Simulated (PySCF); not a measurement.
## Two-component Hartree-Fock for As²⁴⁺ (arsenic, charge +24)

Start: [He] 2s2 2p5; 2p1/2 filled at m_j = +1/2; 2p3/2 filled at m_j = -3/2, -1/2, +1/2, +3/2. Calculated with PySCF 2.14 in an uncontracted even-tempered set (18 s from 7.2 bohr⁻², ratio 2.4; 12 p from 9.4 bohr⁻², ratio 2.4; 5 d from 38 bohr⁻², ratio 2.6; 5 f from 58 bohr⁻², ratio 2.6): generalised Hartree-Fock with the X2C-1e Hamiltonian and a Gaussian nucleus; one run each with spin-orbit coupling (SO) screened by Boettger's factors, then bare. This is a chosen level, not necessarily the ground level.

```
spinor shell  electrons  ε, screened SO (eV)  ε, bare SO (eV)  weight of nominal j (bare SO)  rms radius, bare SO (bohr)
       1s1/2          2             -13171.1         -13171.2                          1.000                      0.0523
       2s1/2          2              -2674.3          -2674.4                          1.000                       0.212
       2p1/2          1              -2536.9          -2538.7                          1.000                       0.186
       2p3/2          4              -2489.7          -2489.0                          1.000                       0.189
```

```
   quantity  screened SO      bare SO
E (hartree)  -1839.88785  -1839.83597
        M_J          1/2          1/2
       ⟨J²⟩        0.750        0.750
       ⟨L²⟩        2.001        2.001
       ⟨S²⟩        0.751        0.751
```

Each row is a mean over spinors that exchange with the open shell spreads, by up to 8.659 eV (2p3/2).
